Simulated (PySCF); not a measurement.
Correlation energy of Re (rhenium, neutral)

[Xe] 4f14 5d5 6s2, high-spin 6S determinant. All numbers are calculated (PySCF 2.14, a scalar-relativistic core potential, in def2-QZVPPD with the def2 core potential (60 electrons) (7s6p4d4f2g, 91 functions)). Frozen: 5s2 5p6; 7 electrons correlated.

```
  level  correlation energy (mhartree)
   CCSD                        -138.76
    (T)                          -6.49
CCSD(T)                        -145.25
```

Diagnostics: T1 = 0.028, D1 = 0.1010, largest double amplitude 0.043.

**Question.** Is a single reference adequate?

**Answer.** Yes, within this model without spin-orbit coupling: T1 lies below 0.03 and no double amplitude reaches 0.07.
